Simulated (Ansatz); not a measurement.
One change: `[F][Ge][Cl]` becomes `[Cl][Ge][Cl]`.

Ansatz, PBE0-D4/def2-TZVP geometries, multiplicity 1. 

Outer-core shells of Ge are correlated without core-valence functions. Scalar relativity is left out up to krypton. Spin–orbit coupling is left out.

| property | `[F][Ge][Cl]` |
| --- | --- |
| LUMO energy (B3LYP/def2-TZVPP) / eV | -3.08 |
| HOMO–LUMO gap (B3LYP/def2-TZVPP) / eV | 5.18 |
| ideal-gas entropy at 298 K and 1 bar (rigid rotor, harmonic PBE0-D4/def2-TZVP) / J/(mol·K) | 289 |
| vertical ionisation energy (CCSD(T)/def2-TZVPP) / eV | 10.83 |
| HOMO energy (B3LYP/def2-TZVPP) / eV | -8.26 |
| HOMO–LUMO gap (PBE0/def2-TZVPP) / eV | 5.59 |

Q: What does the change do to each property? (Estimate.)

A: The calculation gave: 
```
                                                                                  property  `[Cl][Ge][Cl]`  shift
                                                       LUMO energy (B3LYP/def2-TZVPP) / eV           -3.28  -0.20
                                                     HOMO–LUMO gap (B3LYP/def2-TZVPP) / eV            4.64  -0.54
ideal-gas entropy at 298 K and 1 bar (rigid rotor, harmonic PBE0-D4/def2-TZVP) / J/(mol·K)             295      6
                                      vertical ionisation energy (CCSD(T)/def2-TZVPP) / eV           10.30  -0.53
                                                       HOMO energy (B3LYP/def2-TZVPP) / eV           -7.91   0.35
                                                      HOMO–LUMO gap (PBE0/def2-TZVPP) / eV            5.03  -0.56
```

With PBE0 the HOMO rises by 0.33 eV and the LUMO falls by 0.23 eV, so the gap narrows by about 0.56 eV. PBE moves the HOMO by 0.26 eV and ωB97M-V by 0.39 eV.

B3LYP here is the variant with VWN-RPA as its local correlation; programs differ in this.
